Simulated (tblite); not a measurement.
C5H11PSi.
Atom-mapped SMILES: `[CH3:1][C:2]1=[CH:3][CH2:4][Si@@H:5]([PH2:6])[CH2:7]1` (hydrogens: H8, H9, H10 on C1; H11 on C3; H12, H13 on C4; H14 on Si5; H15, H16 on P6; H17, H18 on C7)

Computed with GFN2-xTB (tblite), gas phase: L-BFGS steps from a force-field or distance-geometry start until the largest atomic force falls under 0.01 eV/Å.

Step 11: E = -558.5540 eV
```
atom  x, y, z in Å  |  force x, y, z in eV/Å
C1     -2.5321    0.1999    0.0066    0.049  -0.005  -0.030
C2     -1.0802   -0.1702   -0.0310    0.001   0.066   0.079
C3     -0.6189   -1.2880   -0.5704    0.042  -0.127  -0.071
C4      0.8487   -1.5872   -0.5254    0.020   0.042   0.009
Si5     1.5962    0.1071   -0.0637   -0.091   0.033  -0.077
P6      2.0903    1.1560   -1.9963    0.008  -0.010  -0.063
C7     -0.0773    0.7748    0.5789   -0.042  -0.005  -0.027
H8     -3.0178   -0.1903    0.9011    0.058  -0.003   0.056
H9     -2.6530    1.2792    0.0048   -0.013   0.071  -0.008
H10    -3.0450   -0.2117   -0.8573   -0.076  -0.034  -0.044
H11    -1.2718   -2.0091   -1.0392   -0.043  -0.040   0.015
H12     1.0448   -2.3389    0.2425    0.007  -0.019  -0.051
H13     1.1980   -1.9995   -1.4742   -0.041   0.026   0.043
H14     2.6187    0.0028    0.9826    0.102   0.076   0.033
H15     1.8877    2.4529   -1.5649   -0.076   0.019   0.112
H16     3.4510    1.2745   -1.8006    0.086  -0.098   0.046
H17    -0.2937    1.7966    0.2618    0.013   0.013   0.036
H18    -0.1544    0.7574    1.6684   -0.006  -0.006  -0.058
```

Step 12: E = -558.5574 eV
```
atom  x, y, z in Å  |  force x, y, z in eV/Å
C1     -2.5309    0.2017    0.0051    0.010  -0.012  -0.017
C2     -1.0815   -0.1705   -0.0300    0.034   0.068  -0.020
C3     -0.6176   -1.2869   -0.5712    0.019  -0.152  -0.037
C4      0.8494   -1.5884   -0.5251    0.027   0.034   0.013
Si5     1.5913    0.1087   -0.0652   -0.034   0.016  -0.094
P6      2.0918    1.1548   -1.9974    0.003  -0.007  -0.051
C7     -0.0817    0.7767    0.5757    0.033   0.018   0.004
H8     -3.0105   -0.1886    0.9007    0.007  -0.017   0.108
H9     -2.6554    1.2802    0.0039    0.007   0.081  -0.014
H10    -3.0482   -0.2114   -0.8544   -0.076  -0.047  -0.075
H11    -1.2691   -2.0109   -1.0365   -0.062  -0.042   0.005
H12     1.0478   -2.3435    0.2406   -0.011   0.020  -0.071
H13     1.1970   -1.9995   -1.4758   -0.039   0.039   0.059
H14     2.6199    0.0111    0.9759    0.092   0.073   0.040
H15     1.8862    2.4474   -1.5550   -0.064   0.028   0.094
H16     3.4523    1.2697   -1.7960    0.075  -0.091   0.046
H17    -0.2951    1.8013    0.2637   -0.005  -0.018   0.030
H18    -0.1544    0.7544    1.6646   -0.015   0.010  -0.020
```

Step 13: E = -558.5605 eV
```
atom  x, y, z in Å  |  force x, y, z in eV/Å
C1     -2.5299    0.2033    0.0033   -0.037  -0.016  -0.001
C2     -1.0819   -0.1706   -0.0302    0.042   0.036  -0.120
C3     -0.6164   -1.2874   -0.5719   -0.024  -0.110   0.017
C4      0.8504   -1.5890   -0.5246    0.012   0.022   0.011
Si5     1.5863    0.1105   -0.0680    0.055   0.002  -0.069
P6      2.0935    1.1539   -1.9990    0.010   0.018  -0.032
C7     -0.0853    0.7789    0.5726    0.089   0.021   0.021
H8     -3.0031   -0.1871    0.9021   -0.022  -0.013   0.112
H9     -2.6576    1.2825    0.0027    0.026   0.046  -0.020
H10    -3.0526   -0.2120   -0.8526   -0.055  -0.040  -0.064
H11    -1.2677   -2.0136   -1.0338   -0.069  -0.042  -0.001
H12     1.0506   -2.3477    0.2377   -0.019   0.044  -0.067
H13     1.1953   -1.9987   -1.4765   -0.024   0.041   0.046
H14     2.6225    0.0208    0.9696    0.056   0.069   0.020
H15     1.8833    2.4424   -1.5436   -0.040   0.015   0.066
H16     3.4550    1.2630   -1.7908    0.040  -0.078   0.043
H17    -0.2965    1.8056    0.2660   -0.023  -0.036   0.019
H18    -0.1546    0.7516    1.6606   -0.020   0.021   0.020
```

Step 14: E = -558.5633 eV
```
atom  x, y, z in Å  |  force x, y, z in eV/Å
C1     -2.5298    0.2045    0.0016   -0.065  -0.018   0.013
C2     -1.0816   -0.1703   -0.0327    0.027   0.000  -0.172
C3     -0.6158   -1.2896   -0.5720   -0.063  -0.032   0.062
C4      0.8513   -1.5891   -0.5241   -0.015   0.012   0.001
Si5     1.5828    0.1123   -0.0717    0.128  -0.007  -0.026
P6      2.0954    1.1536   -2.0010    0.022   0.046  -0.014
C7     -0.0871    0.7810    0.5701    0.104   0.002   0.017
H8     -2.9964   -0.1859    0.9053   -0.028   0.006   0.074
H9     -2.6590    1.2852    0.0011    0.037  -0.013  -0.025
H10    -3.0577   -0.2131   -0.8520   -0.023  -0.021  -0.020
H11    -1.2677   -2.0170   -1.0313   -0.063  -0.038   0.001
H12     1.0529   -2.3508    0.2339   -0.015   0.048  -0.039
H13     1.1935   -1.9971   -1.4765   -0.001   0.034   0.011
H14     2.6257    0.0313    0.9639    0.016   0.063  -0.007
H15     1.8796    2.4381   -1.5317   -0.008  -0.006   0.035
H16     3.4584    1.2550   -1.7852   -0.002  -0.058   0.038
H17    -0.2982    1.8090    0.2684   -0.030  -0.042   0.007
H18    -0.1551    0.7493    1.6574   -0.021   0.023   0.043
```

**Question.** Estimate the geometry and energy of step 15. (The exact step hangs on the optimiser's Hessian estimate; all steps are aligned on step 14, rigid shifts and turns removed.)

**Answer.** E = -558.5659 eV, largest force 0.152 eV/Å
```
atom  x, y, z in Å  |  force x, y, z in eV/Å
C1     -2.5307    0.2051    0.0003   -0.056  -0.016   0.019
C2     -1.0810   -0.1692   -0.0377    0.000  -0.019  -0.151
C3     -0.6162   -1.2927   -0.5713   -0.081   0.040   0.076
C4      0.8517   -1.5886   -0.5236   -0.040   0.006  -0.013
Si5     1.5820    0.1138   -0.0756    0.145  -0.014   0.013
P6      2.0977    1.1543   -2.0030    0.029   0.060   0.003
C7     -0.0869    0.7826    0.5680    0.074  -0.027   0.000
H8     -2.9908   -0.1847    0.9096   -0.020   0.028   0.017
H9     -2.6595    1.2874   -0.0009    0.036  -0.066  -0.027
H10    -3.0628   -0.2146   -0.8518    0.004   0.000   0.032
H11    -1.2691   -2.0208   -1.0289   -0.045  -0.028   0.010
H12     1.0546   -2.3527    0.2299   -0.005   0.038   0.000
H13     1.1917   -1.9950   -1.4763    0.018   0.024  -0.029
H14     2.6292    0.0419    0.9587   -0.007   0.054  -0.022
H15     1.8759    2.4342   -1.5204    0.025  -0.020   0.008
H16     3.4616    1.2465   -1.7794   -0.034  -0.033   0.031
H17    -0.3002    1.8112    0.2707   -0.024  -0.041  -0.005
H18    -0.1559    0.7476    1.6553   -0.017   0.016   0.038
```

The energy changes by -0.0026 eV. The first-order estimate −F·Δx gives -0.0036 eV and the mean of the old and new forces, exact on a quadratic surface, -0.0026 eV. The step makes an angle of 65° with the force vector and moves no atom by more than 0.013 Å.

The cost below is that of the whole relaxation. Hardware: one thread of an Arm Neoverse N1 (shared host). Cost: 1.6 s wall.
